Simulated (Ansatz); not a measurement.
```yaml
crystal:
  periodic: [false, false, false]
  atoms:
    - {symbol: C, position_ang: [-0.662102, 0.317451, -0.619551]}
    - {symbol: Ge, position_ang: [0.315494, 0.053851, 0.047371]}
    - {symbol: O, position_ang: [0.043276, -0.673112, 0.740715]}
    - {symbol: H, position_ang: [-0.740698, 0.939101, -0.956948]}
    - {symbol: H, position_ang: [-1.217967, -0.026485, -0.385564]}
    - {symbol: H, position_ang: [0.658521, 0.748508, 0.394336]}
    - {symbol: H, position_ang: [1.056743, -0.373423, -0.627312]}
    - {symbol: H, position_ang: [0.486845, -0.941405, 1.253696]}
basis:
  gaussian: {orbitals: def2-TZVP}
magnetization: {spin_polarized: true, initial_magnetization: 1}
hamiltonian: {xc: {name: HF}}
correlation: {method: ccsd_t, electrons: outside_noble_gas}
```

```sh
$ ansatz run in.yaml --threads 4 --pin off --events-out ev --progress --plain --max-ram 10444MiB
```

It prints (some lines left out):

```
Functional definition: HF
960 factors; integrals over basis functions are off by at most 7.2e-4 eV
mean field evaluation 1: about -59519.6707 eV, gradient 5.7e1 eV
mean field evaluation 2: about -59519.7001 eV, gradient 5.7e1 eV
mean field evaluation 4: about -59530.5883 eV, gradient 5.0e0 eV
mean field evaluation 8: about -59531.0069 eV, gradient 3.4e-1 eV
mean field evaluation 32: about -59528.0497 eV, gradient 3.8e0 eV
mean field -59531.01076267 eV, -2187.7242939596 hartree, gradient 4.0e-6 eV, S^2 0.761560; 3 other end points of the search recorded, 0 dependent functions left out
determinant -59531.01076267 eV, -2187.7242939596 hartree, with singles and doubles -59545.46091638 eV, -2188.2553273139 hartree
determinant -59528.43279764 eV, -2187.6295554922 hartree, with singles and doubles -59542.99320328 eV, -2188.1646405300 hartree
16 core orbitals not correlated: weight in the atoms' cores, before any rotation towards them, 0.789 or more for the frozen orbitals, at most 0.172 for the correlated occupied ones
reference -59531.01076267 eV, -2187.7242939596 hartree; 10, 9 occupied and 114, 115 virtual orbitals, 960 factors
second order -13.53005292 eV of doubles, -0.00000000 eV of singles
cycle   1  -14.38042923 eV  change    -1.1e0 eV  update   2.1e-2
cycle   2  -14.40451508 eV  change   -2.4e-2 eV  update   5.4e-3
cycle   3  -14.40686975 eV  change   -2.4e-3 eV  update   2.8e-3
cycle   4  -14.40876819 eV  change   -1.9e-3 eV  update   1.6e-3
cycle   5  -14.41021204 eV  change   -1.4e-3 eV  update   8.9e-4
cycle   6  -14.41074218 eV  change   -5.3e-4 eV  update   4.2e-4
cycle   7  -14.41077845 eV  change   -3.6e-5 eV  update   2.2e-4
cycle   8  -14.41074827 eV  change    3.0e-5 eV  update   1.4e-4
cycle   9  -14.41070453 eV  change    4.4e-5 eV  update   8.0e-5
cycle  10  -14.41069808 eV  change    6.4e-6 eV  update   3.3e-5
cycle  11  -14.41071047 eV  change   -1.2e-5 eV  update   1.2e-5
perturbative correction -0.39923112 eV, -0.0146714731 hartree
Total energy: -59545.82070425 eV, -2188.2685492744 hartree
```

What is wrong with this run?

The geometry is squeezed to about two thirds of its size. The run converged. The result belongs to that input, not to the molecule as meant.
